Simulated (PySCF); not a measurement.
C₄H₁₄Al₂O₂, singlet, GFN2-xTB optimised geometry.

```
22

Al     0.65    -1.24     0.00
Al    -0.65     1.24     0.00
O      0.00     0.00    -1.20
H      0.00     0.00    -2.15
C      2.64    -1.24     0.00
H      3.03    -1.77     0.87
H      3.13    -0.26    -0.01
H      3.03    -1.78    -0.87
C     -0.48    -2.88     0.00
H     -0.25    -3.50     0.87
H     -0.25    -3.50    -0.87
H     -1.56    -2.72     0.00
O      0.00     0.00     1.20
H      0.00     0.00     2.15
C      0.47     2.88     0.00
H      0.25     3.50     0.87
H      0.25     3.50    -0.87
H      1.56     2.73     0.00
C     -2.64     1.24     0.00
H     -3.03     1.77     0.88
H     -3.13     0.25     0.00
H     -3.03     1.78    -0.86
```

Density from B3LYP/def2-SVP run with PySCF 2.14.0 at that geometry.

Minimum of the electron density along straight lines between bonded atoms, close to the bond critical point (lines longer than 1.1 times the sum of covalent radii, or with two minima, are not listed):

```tsv
bond	length / Å	ρ at the minimum / e bohr⁻³	∇²ρ there / e bohr⁻⁵	position (fraction from the first atom)
Al1–O3	1.844	0.065	0.52	0.42
Al2–O3	1.844	0.065	0.52	0.42
O3–H4	0.954	0.352	-2.55	0.82
Al1–C5	1.991	0.079	0.31	0.40
C5–H6	1.093	0.265	-0.90	0.62
C5–H7	1.093	0.266	-0.91	0.62
C5–H8	1.093	0.265	-0.90	0.62
Al1–C9	1.991	0.079	0.31	0.40
C9–H10	1.093	0.265	-0.90	0.62
C9–H11	1.093	0.265	-0.90	0.62
C9–H12	1.093	0.266	-0.91	0.62
Al1–O13	1.844	0.065	0.52	0.42
Al2–O13	1.844	0.065	0.52	0.42
O13–H14	0.954	0.352	-2.55	0.82
Al2–C15	1.991	0.079	0.31	0.40
C15–H16	1.093	0.265	-0.90	0.62
C15–H17	1.093	0.265	-0.90	0.62
C15–H18	1.093	0.266	-0.91	0.62
Al2–C19	1.991	0.079	0.31	0.40
C19–H20	1.093	0.265	-0.90	0.62
C19–H21	1.093	0.266	-0.91	0.62
C19–H22	1.093	0.265	-0.90	0.62
```
